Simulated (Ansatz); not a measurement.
`C#[C][Ge]([F])([F])[Cl]` + H₂Se → `[F][Ge]([F])([Cl])[SeH]` + acetylene at 298.15 K and 1 bar (ligand exchange at a Ge–C bond).

Gas-phase electronic energies from Ansatz, PBE0-D4/def2-TZVP geometries. CCSD(T)/CBS is the MP2 limit (def2-TZVPP, def2-QZVPP) plus CCSD(T) − MP2 in def2-TZVPP, frozen cores. This one scheme is used for every species. For Ge, Se outer-core shells are correlated without core-valence functions, which leaves a few kJ/mol of doubt a bond. Scalar relativity is left out up to krypton. One conformer a species, not always the lowest.

```
                  species  CCSD(T)/CBS energy (Eh)  H − E (kJ/mol)  S (J/(mol·K))
`C#[C][Ge]([F])([F])[Cl]`              -2812.23968            89.0          366.2
                     H₂Se              -2401.89790            45.8          219.1
`[F][Ge]([F])([Cl])[SeH]`              -5136.92697            60.3          378.3
                    `C#C`                -77.22717            80.8          200.2
```

H − E and S are ideal-gas, rigid-rotor, harmonic terms from PBE0-D4/def2-TZVP, for one conformer and one mirror image of each species. 1 Eh = 2625.50 kJ/mol, R = 8.31446 J/(mol·K).

Q: By hand: ΔE, ΔH, ΔS and ΔG.

A: ΔE = (-5136.92697) + (-77.22717) − (-2812.23968) − (-2401.89790) = -0.01656 Eh = -43.5 kJ/mol. Δ(H − E) = 60.3 + 80.8 − 89.0 − 45.8 = 6.3, so ΔH = -37.2 kJ/mol. ΔS = 378.3 + 200.2 − 366.2 − 219.1 = -6.8 J/(mol·K). ΔG = -37.2 − 298.15 × (-6.8)/1000 = -35.2 kJ/mol.

Q: By hand: the equilibrium constant, and the temperature at which ΔG would vanish if ΔH and ΔS stayed fixed.

A: log₁₀ K = −ΔG/(RT ln 10) = 6.2. ΔG = 0 at ΔH/ΔS = 5471 K, far beyond where these terms or the molecules hold.

The number of gas molecules stays the same, so ΔS is small and ΔH decides. A doubt of 5 kJ/mol in ΔE shifts log₁₀ K by 0.9 here. Other conformers and mirror images would add mixing entropy, several J/(mol·K) or more a flexible species. These are equilibria of isolated gas molecules and say nothing of rates. Largest T1 diagnostic: 0.013 (customary marks: 0.02 for closed shells, 0.045 for open ones).
